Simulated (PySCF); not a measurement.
CH₅NO₂Si₂. Atoms are numbered in the order given.

```xyz
11

N      2.2432    -0.8269     1.5317
C      1.8322    -0.3098     0.5749
O      1.3802     0.2541    -0.4781
Si    -0.2944     0.6419    -0.7120
O     -0.6783     1.9872     0.1627
Si    -1.5421    -1.2384    -0.0625
H     -0.3237     1.0278    -2.1382
H     -0.8381     1.8927     1.1071
H     -0.9692    -2.4720    -0.6754
H     -2.9488    -1.0416    -0.5256
H     -1.5190    -1.3388     1.4274
```

The structure is a stationary point at PBE0-D3(BJ)/def2-SVP. The structure was generated by enumeration; whether it is a known compound was not checked. The values are those of a single conformer.

Method: B3LYP/pcSseg-1 run with PySCF.

GIAO shieldings, no solvent; atoms alike by connectivity are averaged. δ = σ(ref) − σ: ¹⁵N against NH3 (σ = 265.5 ppm); ¹³C against TMS (σ = 181.3 ppm); ¹⁷O against H2O (σ = 333.8 ppm); ²⁹Si against TMS (σ = 338.7 ppm); ¹H against TMS (σ = 31.68 ppm), references at their B3LYP-D3(BJ)/def2-TZVP geometries, non-relativistic.

```tsv
atoms	nucleus	count	δ (ppm)
N1	¹⁵N	1	191.8
C2	¹³C	1	116.7
O3	¹⁷O	1	98.5
O5	¹⁷O	1	[?]
Si4	²⁹Si	1	8.4
Si6	²⁹Si	1	-112.1
H7	¹H	1	[?]
H9, H10, H11	¹H	3	[?]
H8	¹H	1	[?]
```

Problem. Fill in the missing entries. (An estimate is asked for; the answer gives what the named calculation found.)

Solution. 
- H7, δ (ppm): 5.22
- H9, H10, H11, δ (ppm): 3.79
- O5, δ (ppm): 82.3
- H8, δ (ppm): 3.10
